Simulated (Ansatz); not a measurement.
A made-up structure of CHBrF (charge -1), singlet:

| atom | x (Å) | y (Å) | z (Å) |
| --- | --- | --- | --- |
| F1 | -0.2728 | -1.2286 | 0.8360 |
| C2 | 0.3250 | -0.1822 | 0.1347 |
| Br3 | -1.2020 | 1.1431 | -1.0755 |
| H4 | 1.1497 | 0.2677 | 0.1048 |

It is relaxed with PBE-D4/def2-SVPD and then PBE0-D4/def2-TZVPD (Ansatz 0.2.0). Atoms count as bonded within 1.22 times the sum of their covalent radii (H–H: 0.88 Å). The end point is not checked to be a true minimum.

Question: Does its bonding change? (Judge from chemistry; the calculation decides.)

Answer: The calculation gives: No: no bond forms or breaks.

Where it ends: The first stage lowers the energy by 2.77 eV in 7 steps. It ends as CHBrF ([F][CH][Br]), total charge -1:
F1  (-0.271, -0.996, 0.886)
C2  (0.363, -0.421, -0.235)
Br3  (-1.085, 1.059, -0.906)
H4  (0.994, 0.357, 0.255)
(Å)

Labels in which every atom is bracketed show which atoms are joined, not bond orders.

For scale, one of the runs: PBE0-D4/def2-TZVPD relaxation, 143 basis functions, launched by `ansatz run in.yaml --threads 2 --pin off --events-out ev --progress --plain --max-ram 4352MiB`. The run took about 26 s on 2 CPU threads of an Arm Neoverse V2 (shared host).
